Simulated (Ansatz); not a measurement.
One change: `C=[C](N)[GaH][CH3]` becomes `C=C(N)[SiH2][SiH3]`.

Ansatz, PBE0-D4/def2-TZVP geometries, multiplicity 1. Each molecule was computed in one conformer, which needn't be the lowest.

Scalar relativity is left out up to krypton.

```tsv
property	`C=[C](N)[GaH][CH3]`
HOMO–LUMO gap (PBE0/def2-TZVPP) / eV	4.74
size of the dipole moment (PBE/def2-TZVPP) / D	0.95
HOMO–LUMO gap (B3LYP/def2-TZVPP) / eV	4.27
HOMO energy (ωB97M-V/def2-TZVPP) / eV	-8.16
LUMO energy (B3LYP/def2-TZVPP) / eV	-1.50
HOMO energy (PBE/def2-TZVPP) / eV	-4.87
```

(1) What does the change do to each property? (An estimate is asked.)

Results:

(1) Ansatz gave: 
| property | `C=C(N)[SiH2][SiH3]` | shift |
| --- | --- | --- |
| HOMO–LUMO gap (PBE0/def2-TZVPP) / eV | 6.24 | 1.50 |
| size of the dipole moment (PBE/def2-TZVPP) / D | 1.65 | 0.70 |
| HOMO–LUMO gap (B3LYP/def2-TZVPP) / eV | 5.83 | 1.56 |
| HOMO energy (ωB97M-V/def2-TZVPP) / eV | -8.48 | -0.32 |
| LUMO energy (B3LYP/def2-TZVPP) / eV | -0.22 | 1.28 |
| HOMO energy (PBE/def2-TZVPP) / eV | -5.14 | -0.27 |

With PBE0 the HOMO falls by 0.29 eV and the LUMO rises by 1.21 eV, so the gap widens by about 1.50 eV. PBE moves the HOMO by -0.27 eV and ωB97M-V by -0.32 eV. Dipoles are sizes alone; their direction can turn.

B3LYP here is the variant with VWN-RPA as its local correlation; programs differ in this.
